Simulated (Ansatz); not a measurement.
Species: HSe, SMILES `[SeH]` (charge 0, multiplicity 2).

Question: Give a relaxed geometry from Ansatz (an electronic-structure program) with r2SCAN-D4/def2-TZVP.

Answer: the end point of this relaxation (outside a Z-matrix the atoms follow the SMILES, hydrogens last).
Z-matrix (Å, degrees):
```
Se
H 1 1.4701
```
